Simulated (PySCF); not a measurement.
Si(OSiH3)(F)2(Me) (CH6F2OSi2), SMILES C[Si](F)(F)O[SiH3]. Geometry optimised at PBE-D3(BJ)/def2-SVP. One conformer was computed; it need not be the lowest.

Computed equilibrium geometry at PBE-D3(BJ)/def2-SVP (PySCF confirms it by a frequency run) as a Z-matrix (one conformer of several):
```
O
Si 1 1.6477
F 2 1.6287 1 108.96
F 2 1.6304 3 105.37 1 -116.34
Si 1 1.6847 2 140.38 3 -73.26
H 5 1.4996 1 107.50 2 153.40
H 5 1.5020 6 109.67 1 -119.06
H 5 1.5031 6 109.91 7 -120.54
C 2 1.8474 3 110.97 4 -120.67
H 9 1.1077 2 110.77 3 57.16
H 9 1.1078 10 108.50 2 -121.38
H 9 1.1079 10 108.44 11 -117.38
```
